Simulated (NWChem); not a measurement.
Program: NWChem. System: Cl$_{2}$Hg, charge 0, spin multiplicity 1, at a geometry optimised with PBE0/def2-SVP with def2 effective core potentials on Hg. The structure started from a generated list of species.

Input file:

```
start mol
memory heap 200 mb stack 900 mb global 1100 mb
geometry units angstroms nocenter noautoz
  Hg     0.000000     0.000000     0.000000
  Cl     0.000000     0.000000     2.282284
  Cl     0.000000     0.000000    -2.282284
  symmetry group D2h
end
basis spherical
  * library def2-svpd
end
ecp
  Hg library def2-ecp
end
dft
  xc xpbe96 cpbe96
  semidirect memsize 60000000 filesize 0
  iterations 100
end
tddft
  rpa
  nroots 6
  notriplet
  thresh 1e-4
end
task tddft energy
```

The output up to the point where the run's verdict is printed (cleaned and shortened):

```
             Northwest Computational Chemistry Package (NWChem) 7.3.0
             --------------------------------------------------------

                                NWChem Input Module
                                -------------------

 Scaling coordinates for geometry "geometry" by  1.889725989
 (inverse scale =  0.529177249)

 Turning off AUTOSYM since
 SYMMETRY directive was detected!

                             Geometry "geometry" -> ""
                             -------------------------

 Output coordinates in angstroms (scale by  1.889725989 to convert to a.u.)

  No.       Tag          Charge          X              Y              Z
 ---- ---------------- ---------- -------------- -------------- --------------
    1 Hg                  80.0000     0.00000000     0.00000000     0.00000000
    2 Cl                  17.0000     0.00000000     0.00000000     2.28228400
    3 Cl                  17.0000     0.00000000     0.00000000    -2.28228400

 Effective nuclear repulsion energy (a.u.)     664.1716060576

            Nuclear Dipole moment (a.u.)
            ----------------------------
        X                 Y               Z
 ---------------- ---------------- ----------------
     0.0000000000     0.0000000000     0.0000000000

      Symmetry information
      --------------------

 Group name             D2h
 Group number             26
 Group order               8
 No. of unique centers     2

      Symmetry unique atoms

     1    2


 Summary of "ao basis" -> "" (spherical)
 ------------------------------------------------------------------------------
       Tag                 Description            Shells   Functions and Types
 ---------------- ------------------------------  ------  ---------------------
 *                         def2-svpd                  on all atoms

 Summary of "ao basis" -> "ao basis" (spherical)
 ------------------------------------------------------------------------------
       Tag                 Description            Shells   Functions and Types
 ---------------- ------------------------------  ------  ---------------------
[...]
     2   0 0 2    -42.452462   -337.443777   -337.443777    632.435092

                                NWChem TDDFT Module
                                -------------------

            General Information
            -------------------
           No. of orbitals :     178
            Alpha orbitals :      89
             Beta orbitals :      89
        Alpha frozen cores :       0
         Beta frozen cores :       0
     Alpha frozen virtuals :       0
      Beta frozen virtuals :       0
         Spin multiplicity :       1
    Number of AO functions :      89
        Use of symmetry is : off
      Symmetry adaption is : on
         Schwarz screening :  0.10D-07

              XC Information
              --------------
   PerdewBurkeErnzerhof Exchange Functional   1.00
     Perdew 1991 LDA Correlation Functional   1.00 local
    PerdewBurkeErnz. Correlation Functional   1.00 non-local

             TDDFT Information
             -----------------
          Calculation type : TDDFT
         Wavefunction type : Restricted singlets
          No. of electrons :      54
           Alpha electrons :      27
            Beta electrons :      27
              No. of roots :       6
          Max subspacesize :    5200
            Max iterations :     100
               Target root :       1
           Target symmetry : none
      Symmetry restriction : off
                 Algorithm : Optimal
        Davidson threshold :  0.10D-03

            Memory Information
            ------------------
          Available GA space size is         144171279 doubles
          Available MA space size is          50640988 doubles
          Length of a trial vector is         1674
          Algorithm : Incore multiple tensor contraction
          Estimated peak GA usage is          35251180 doubles
          Estimated peak MA usage is             25800 doubles

    6 smallest eigenvalue differences (eV)
--------------------------------------------------------
  No. Spin  Occ  Vir  Irrep   E(Occ)    E(Vir)   E(Diff)
--------------------------------------------------------
    1    1   27   28 b3g      -0.282    -0.132     4.069
    2    1   26   28 b2g      -0.282    -0.132     4.069
    3    1   25   28 b2u      -0.303    -0.132     4.646
    4    1   24   28 b3u      -0.303    -0.132     4.646
    5    1   23   28 b1u      -0.344    -0.132     5.768
    6    1   22   28 ag       -0.370    -0.132     6.468
--------------------------------------------------------

  Entering Davidson iterations
  Restricted singlet excited states

  Iter   NTrls   NConv    DeltaV     DeltaE      Time
  ----  ------  ------  ---------  ---------  ---------
    1      6       0     0.31E+00   0.10+100        5.1
    2     12       0     0.18E+00   0.19E-01        3.9
    3     24       0     0.57E-01   0.10E-01        4.9
    4     36       0     0.10E-01   0.77E-03        5.1
    5     48       0     0.40E-02   0.31E-04        5.4
    6     60       4     0.13E-02   0.61E-05        5.2
    7     64       4     0.22E-01   0.31E-01        2.7
    8     68       4     0.33E-02   0.16E-03        2.9
    9     72       4     0.16E+00   0.13E-01        2.8
   10     76       4     0.43E-01   0.81E-02        2.6
   11     80       4     0.61E-02   0.72E-03        2.8
   12     84       4     0.20E-02   0.19E-04        2.7
   13     88       4     0.94E-03   0.20E-05        2.8
   14     92       4     0.14E-01   0.14E-02        2.9
   15     96       4     0.12E-01   0.56E-04        2.9
   16    100       4     0.92E-02   0.92E-04        2.9
   17    104       5     0.78E-02   0.27E-04        3.1
   18    106       5     0.74E-02   0.11E-04        2.3
   19    108       5     0.71E-02   0.29E-05        2.5
   20    110       5     0.77E-02   0.12E-04        2.2
   21    112       4     0.87E-01   0.46E-02        2.4
   22    116       4     0.16E-01   0.16E+00        3.3
   23    119       4     0.12E-03   0.19E-03        3.0
```

The program stopped with an error. NWChem stopped with the message: tddft_diagon: A-B is not positive-definite; try TDA.
